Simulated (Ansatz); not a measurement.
CH5FN2Si (`C=N[SiH](N)F`). Charge 0, multiplicity 1. All single points use the PBE0-D4/def2-TZVP geometry. It is one conformer, not always the lowest.

```xyz
10

C    -0.419   -0.033    1.944
N     0.360    0.299    1.013
Si    0.382   -0.433   -0.553
N     0.241    0.824   -1.673
F    -0.802   -1.513   -0.685
H    -0.363    0.471    2.916
H    -1.184   -0.820    1.859
H     1.618   -1.218   -0.745
H     0.266    0.690   -2.668
H    -0.098    1.732   -1.406
```

(1) What is the dipole moment at ωB97M-V/def2-TZVPP? (Estimate.)

(2) And with PBE, r2SCAN, B3LYP? (An estimate is asked.)

(3) Give the Mulliken charges with ωB97M-V, r2SCAN, B3LYP in def2-TZVPP. (Best estimate.)

Results:

(1) The calculation gave: 1.21 D, with components (-0.76, 0.94, -0.06) D in this frame, pointing from negative to positive charge.

(2) Computed: PBE 1.21 D, r2SCAN 1.22 D, B3LYP 1.18 D.

(3) Ansatz gave: 
```tsv
atom	ωB97M-V	r2SCAN	B3LYP
C1	-0.07	0.04	-0.08
N2	-0.32	-0.35	-0.29
Si3	0.68	0.74	0.72
N4	-0.36	-0.45	-0.40
F5	-0.33	-0.33	-0.34
H6	0.11	0.07	0.11
H7	0.10	0.07	0.10
H8	-0.06	-0.11	-0.11
H9	0.12	0.16	0.14
H10	0.13	0.17	0.15
```

B3LYP here is the variant with VWN-RPA as its local correlation; programs differ in this.
